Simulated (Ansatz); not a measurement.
`BC1=C[SiH2]O1`, one more setting.

```yaml
crystal:
  periodic: [false, false, false]
  atoms:
    - {symbol: B, position_ang: [-1.059147, -0.359847, -1.653854]}
    - {symbol: C, position_ang: [-0.210169, -0.035556, -0.407640]}
    - {symbol: C, position_ang: [-0.146824, -0.681647, 0.785152]}
    - {symbol: Si, position_ang: [1.079621, 0.620538, 1.217973]}
    - {symbol: O, position_ang: [0.667796, 1.060952, -0.367221]}
    - {symbol: H, position_ang: [-0.999903, 0.314906, -2.634924]}
    - {symbol: H, position_ang: [-1.777439, -1.311717, -1.598531]}
    - {symbol: H, position_ang: [-0.696152, -1.561483, 1.077876]}
    - {symbol: H, position_ang: [2.508040, 0.250085, 1.364629]}
    - {symbol: H, position_ang: [0.717276, 1.652469, 2.219440]}
basis:
  gaussian: {orbitals: cc-pVTZ-DK}
hamiltonian: {xc: {name: r2SCAN0}, dispersion: d3bj, pseudopotentials: {relativity: none}}
accuracy: high
scf: {lower_state_search: light}
output: {forces: true}
```

```sh
$ ansatz run in.yaml --threads 2 --pin off --events-out ev --progress --plain --max-ram 4352MiB
```

Shortened log:

```
Warning: the engine holds no damping parameters fitted to this dispersion correction and functional, so the run takes those fitted to r2scan0 beside the three-body term, which d3bj leaves out (hamiltonian.dispersion, under Limitations)
Functional definition: r2SCAN0
3972 factors; integrals over basis functions are off by at most 4.3e-9 eV
mean field evaluation 1: about -12743.9729 eV, gradient 4.9e1 eV
mean field evaluation 2: about -12741.2521 eV, gradient 6.1e1 eV
mean field evaluation 4: about -12748.9514 eV, gradient 3.9e0 eV
mean field evaluation 8: about -12749.1766 eV, gradient 4.5e-1 eV
mean field evaluation 16: about -12749.1771 eV, gradient 3.1e-5 eV
mean field -12749.17714707 eV, -468.5236184520 hartree, gradient 5.7e-8 eV, S^2 0.000000; 0 other end points of the search recorded, 0 dependent functions left out
reference -12749.17714787 eV, -468.5236184817 hartree; 22, 22 occupied and 202, 202 virtual orbitals, 3972 factors
WARN: the results are in doubt because the basis set is contracted for relativity, which is off
Total energy: -12749.24320574 eV, -468.5260460635 hartree
Atom 0 at    -1.059147    -0.359847    -1.653854 Å, force    -0.048302    -0.010049    -0.084512 eV/Å
Atom 1 at    -0.210169    -0.035556    -0.407640 Å, force     0.041727    -0.074369     0.209797 eV/Å
Atom 2 at    -0.146824    -0.681647     0.785152 Å, force    -0.073333    -0.009757    -0.138266 eV/Å
Atom 3 at     1.079621     0.620538     1.217973 Å, force     0.021922     0.036751    -0.013235 eV/Å
Atom 4 at     0.667796     1.060952    -0.367221 Å, force    -0.052133    -0.093233     0.043043 eV/Å
Atom 5 at    -0.999903     0.314906    -2.634924 Å, force    -0.004032    -0.079997     0.122385 eV/Å
Atom 6 at    -1.777439    -1.311717    -1.598531 Å, force     0.088021     0.113326    -0.000992 eV/Å
Atom 7 at    -0.696152    -1.561483     1.077876 Å, force     0.082983     0.151100    -0.074529 eV/Å
Atom 8 at     2.508040     0.250085     1.364629 Å, force    -0.080802     0.023995    -0.006906 eV/Å
Atom 9 at     0.717276     1.652469     2.219440 Å, force     0.023948    -0.057767    -0.056787 eV/Å
Dipole moment:     0.015174    -0.172433     0.314561 e Å
In doubt: the basis set is contracted for relativity, which is off
```

Run time 14 s (2 threads of an AMD EPYC 9R45 on a shared host); peak host memory 1.5 GiB.
